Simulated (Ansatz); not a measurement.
`C[N](C)[Zn][O][SiH3]` + H–F → `[F][Zn][O][SiH3]` + `CNC` at 400 K and 1 bar (ligand exchange at a Zn–N bond).

Computed with Ansatz on PBE0-D4/def2-TZVP structures; ΔE is electronic, products minus reactants. CBS: MP2 limit from def2 TZ/QZ plus the TZ coupled-cluster correction, frozen cores. This one scheme is used for every species. For Zn outer-core shells are correlated without core-valence functions, which leaves a few kJ/mol of doubt a bond. Scalar relativity is left out up to krypton. Each species was taken in one conformer, which may not be the lowest.

```tsv
species	CCSD(T)/CBS energy (Eh)	H − E (kJ/mol)	S (J/(mol·K))
`C[N](C)[Zn][O][SiH3]`	-2278.90366	335.4	495.9
H–F	-100.39570	36.5	182.2
`[F][Zn][O][SiH3]`	-2244.31866	110.6	377.1
`CNC`	-135.00321	264.6	293.2
```

H − E and S are ideal-gas, rigid-rotor, harmonic terms from PBE0-D4/def2-TZVP, for one conformer and one mirror image of each species. 1 Eh = 2625.50 kJ/mol, R = 8.31446 J/(mol·K).

Problem. By hand: ΔE, ΔH, ΔS and ΔG.

Solution. ΔE = (-2244.31866) + (-135.00321) − (-2278.90366) − (-100.39570) = -0.02251 Eh = -59.1 kJ/mol. Δ(H − E) = 110.6 + 264.6 − 335.4 − 36.5 = 3.3, so ΔH = -55.8 kJ/mol. ΔS = 377.1 + 293.2 − 495.9 − 182.2 = -7.8 J/(mol·K). ΔG = -55.8 − 400 × (-7.8)/1000 = -52.7 kJ/mol.

Problem. By hand: the equilibrium constant, and the temperature at which ΔG would vanish if ΔH and ΔS stayed fixed.

Solution. log₁₀ K = −ΔG/(RT ln 10) = 6.9. ΔG = 0 at ΔH/ΔS = 7154 K, far beyond where these terms or the molecules hold.

The number of gas molecules stays the same, so ΔS is small and ΔH decides. A doubt of 5 kJ/mol in ΔE shifts log₁₀ K by 0.7 here. Other conformers and mirror images would add mixing entropy, several J/(mol·K) or more a flexible species. Modes under 60 cm⁻¹, often nearly free rotors, make the harmonic entropy too high. These are equilibria of isolated gas molecules and say nothing of rates. Largest T1 diagnostic: 0.017 (customary marks: 0.02 for closed shells, 0.045 for open ones).
